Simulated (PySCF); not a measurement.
CH$_{3}$F, charge +1, doublet, at a GFN2-xTB geometry (a state made from the parent by changing its charge; the spin is typed, not shown lowest). Base run: HF/6-311G** (PySCF).

PySCF was given this input:
```python
from pyscf import gto, scf

mol = gto.Mole()
mol.atom = '''
    C    -0.573091    0.083992    0.112141
    F     0.703991   -0.111493   -0.094918
    H    -0.844972   -0.070800    1.167900
    H    -0.879225    1.081546   -0.338626
    H    -1.173176   -0.511259   -0.647857
'''
mol.basis = '6-311g**'
mol.charge = 1
mol.spin = 1
mol.verbose = 4
mol.build()

mf = scf.UHF(mol)
mf.kernel()
mo_i, mo_e, stable_i, stable_e = mf.stability(internal=True, external=True, return_status=True, nroots=6, tol=1e-6)
print('internally stable:', stable_i, ' externally stable:', stable_e)
if not stable_i:
    umf = mf.copy()
    umf.scf_summary = {}
    umf.kernel(umf.make_rdm1(mo_i, mf.mo_occ))
mf.analyze()
```

The bond that is stretched is that between atoms 4 and 1. A test that says stable can miss a lower solution.

The base run was repeated with changes; each row names its change, and settings that it needs were set with it.

| change | ΔE vs base (kcal/mol) | <S^2> | stability test says |
|---|---|---|---|
| base | 0.000 | 0.769 | stable |
| bond × 1.25 | 4.17 | 0.767 | stable |
| bond × 1.5 | 11.84 | 0.761 | stable |
| bond × 1.8 | 19.12 | 0.754 | stable |
| bond × 2.2 | 24.35 | 0.751 | stable |
| bond × 3.0 | 27.37 | 0.750 | stable |

On stretching, the SCF can end on different states; <S^2> shows the spin contamination of each.
